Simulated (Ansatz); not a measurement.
The first iterations of a band of AlBrCl2FH (6 atoms, charge 0, multiplicity 1).

Computed with RKS BHLYP-D4/def2-SVP (Ansatz).

```yaml
movable_images: 4
climbing_image: no
spring: 5.0 eV/Å²
optimiser: quadratic models (default)
start_path: through a guess of the saddle point
force_threshold: 0.05 eV/Å
iteration_limit: 60
end_points: relaxed
```

First end point:

```xyz
6
Properties=species:S:1:pos:R:3
Al -0.225 -0.352 -0.437
Br 1.177 1.245 -1.264
Cl 0.515 -2.294 -0.282
Cl -2.275 -0.039 -0.659
H 0.700 1.076 1.257
F 0.107 0.364 1.385
```

Last end point:

```xyz
6
Properties=species:S:1:pos:R:3
Al -0.492 -0.600 0.053
Br 1.190 1.338 -0.807
Cl 0.521 -2.330 -0.508
Cl -2.274 -0.071 -0.886
H 1.271 1.668 0.574
F -0.216 -0.004 1.574
```

| iteration | highest image above the first end (eV) | largest band force component (eV/Å) |
| --- | --- | --- |
| 1 | 1.629 | 3.076 |
| 2 | 0.542 | 1.610 |

Q: Does the band converge within its limit, and where does its top end?

A: It converged. It ended after 7 iterations with the highest image 0.366 eV above the first end. No image climbed, so the highest image needn't sit at the top of the path. The orbitals stay closed-shell, which can raise the energy where a bond breaks towards radicals; this wasn't checked here.

The run took 72 s on 2 threads of AMD EPYC 7R13 Processor (Zen 3), with other jobs on the host, peak memory 0.28 GiB.
